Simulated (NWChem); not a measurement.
**Correlation energy of SSn**

```
Sn
S 1 2.2226
```
Charge 0, spin multiplicity 1.

Program: NWChem. All single points use one geometry, from PBE0/def2-SVP with def2 effective core potentials on Sn, a minimum by its harmonic frequencies.

Basis set: def2-SVP. Each correlation energy counts from its own Hartree-Fock reference.

Effective core potentials replace the inner electrons of Sn; spin-orbit coupling is left out. The correlated methods keep 9 core orbitals frozen. The structure started from a generated list of species. No row is a measurement; the coupled-cluster row has its own basis-set and correlation limits.

**Question.** Order these methods by the correlation energy they give, lowest first: MP2, SCS-MP2, CR-CCSD[T], CR-CCSD(T), CCSD, CCSD+T(CCSD).

**Answer.** CCSD+T(CCSD) (-248.2 mHa), CR-CCSD[T] (-244.7 mHa), CR-CCSD(T) (-243.3 mHa), CCSD (-232.9 mHa), MP2 (-215.4 mHa), SCS-MP2 (-207.8 mHa)
